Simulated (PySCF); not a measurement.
Compound: C9H9PSi.
Numbering: `[SiH3:1][c:2]1[cH:3][p:4][cH:5][c:6]2[cH:7][cH:8][cH:9][cH:10][c:11]12`

Definitions: NICS(0) = −σiso at the ring centroid; NICS(1) = −σiso and NICS(1)zz = −σzz at ±1 Å along the ring normal z. Level: GIAO PBE0/pcSseg-1 (PySCF, non-relativistic, gas phase) on the GFN2-xTB geometry, one conformer.

Ring bond lengths (Å), with Mayer bond orders in brackets: C2–C3 1.369 (1.59), C3–P4 1.755 (1.17), P4–C5 1.709 (1.45), C5–C6 1.405 (1.32), C6–C11 1.423 (1.21), C11–C2 1.424 (1.21); C6–C7 1.415 (1.28), C7–C8 1.365 (1.55), C8–C9 1.402 (1.31), C9–C10 1.367 (1.57), C10–C11 1.410 (1.30), C11–C6 1.423 (1.21).

Task: What do the NICS probes read (ppm)?

Result: 
```tsv
ring	type	NICS(0)	NICS(1), two faces	NICS(1)zz, two faces	rms pucker (Å)	centre to ring atoms, mean (Å)
C2–C3–P4–C5–C6–C11	6-membered ring with P; formal bonds all aromatic	-6.6	-10.4 / -10.4	-25.4 / -25.4	0.00	1.51
C6–C7–C8–C9–C10–C11	6-membered carbocycle; formal bonds all aromatic	-8.9	-11.9 / -11.9	-29.4 / -29.4	0.00	1.40
```

Task: What do they say, and how far can they be read as aromaticity?

Result: 
- C2–C3–P4–C5–C6–C11: mean NICS(1)zz -25.4 ppm, shielded.
- C6–C7–C8–C9–C10–C11: mean NICS(1)zz -29.4 ppm, shielded. For a flat ring without four-coordinate atoms the NICS criterion counts such a value as aromatic, though in fused rings the probe also feels the neighbouring ring.

Task: How equal are the bonds by HOMA? HOMA = 1 − mean of α(R − Ropt)² over the ring bonds, with Krygowski's 1993 parameters (CC: Ropt 1.388 Å, α 257.7 Å⁻²; CP: Ropt 1.698 Å, α 118.91 Å⁻²).

Result: 
- C2–C3–P4–C5–C6–C11: HOMA 0.79; the largest term is that of C3–P4, α(R − Ropt)² = 0.39.
- C6–C7–C8–C9–C10–C11: HOMA 0.84 = 1 − EN − GEO, with mean bond length 1.397 Å, EN = α(Ropt − mean)² = 0.021 and GEO = α × variance = 0.134. The geometric and the magnetic index point the same way.

Task: At the second NICS(1) probe listed for ring C6–C7–C8–C9–C10–C11, 1 Å off the ring, what do the in-plane components average?

Result: The isotropic value is a third of the trace: (3 × -11.9 − (-29.4))/2 = -3.2 ppm.

Task: List the ring angles and the Hirshfeld charges of the ring atoms.

Result: 
- C2–C3–P4–C5–C6–C11: C2 121.8° (-0.082 e), C3 127.6° (-0.108 e), P4 99.5° (+0.085 e), C5 126.6° (-0.103 e), C6 122.6° (+0.001 e), C11 122.0° (+0.003 e); sum 720.0° against 720° for a flat convex ring.
- C6–C7–C8–C9–C10–C11: C6 118.9° (+0.001 e), C7 121.6° (-0.043 e), C8 119.7° (-0.045 e), C9 120.1° (-0.042 e), C10 122.1° (-0.045 e), C11 117.7° (+0.003 e); sum 720.0° against 720° for a flat convex ring.
